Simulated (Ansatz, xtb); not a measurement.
## C6H5FSe: 6 structures ranked

6 gas-phase structures of C6H5FSe, from a drawn sample of its isomers (lower ones may exist). Each was relaxed with GFN2-xTB; where two conformers were screened, the lower at r2SCAN-D4/def2-SVP is listed:

A. `C=Cc1[se]ccc1F`, a singlet
B. `C=Cc1ccc(F)[se]1`, a singlet
C. `C=Cc1c[se]cc1F`, a singlet
D. `C=Cc1c[se]c(F)c1`, a singlet
E. `C=Cc1cc[se]c1F`, a singlet
F. `C=Cc1cc(F)c[se]1`, a singlet

Problem. Which do you expect lowest at r2SCAN-D4/def2-SVP, and how would the others follow?

Solution. Calculated order at r2SCAN-D4/def2-SVP: A (0.0), F (3.0), C (11.3), B (15.9), E (22.9), D (23.5) kJ/mol. Less than 1 kcal/mol parts A and F; E and D, so the order within those pairs means little.

Energies above the lowest of each column, in kJ/mol; the last columns are at B3LYP-D3(BJ)/def2-SVP geometries:

```tsv
structure	GFN2-xTB	HF/STO-3G	r2SCAN-D4/def2-SVP	B3LYP-D3(BJ)/def2-SVP	CCSD(T)/def2-SVP + ΔMP2/def2-TZVPP
A	1.5	0.0	0.0	0.0	0.0
F	0.0	2.0	3.0	2.3	0.6
C	7.2	5.3	11.3	10.7	8.4
B	6.8	0.0	15.9	15.1	15.8
E	13.8	3.5	22.9	22.0	20.6
D	12.1	5.5	23.5	22.4	19.7
```

CCSD(T)/def2-SVP + ΔMP2/def2-TZVPP has A and F within 1 kcal/mol of each other at the bottom. CCSD(T)/def2-SVP + ΔMP2/def2-TZVPP orders those it was run on as A (0.0), F (0.6), C (8.4), B (15.8), D (19.7), E (20.6) kJ/mol. Less than 1 kcal/mol parts A and F; B and D; D and E, so the order within those pairs means little. Flexible structures stand in one conformer each, not always the lowest. ΔMP2 is the change of the MP2 energy from the smaller to the larger basis.

Over these structures GFN2-xTB departs from r2SCAN-D4/def2-SVP by 4.0 kJ/mol on average once a common shift is removed. A GFN2-xTB relaxation took about 0.095 s and the r2SCAN-D4/def2-SVP energy about 6 s on a shared host (Ansatz 0.2.0, xtb 6.7.1).
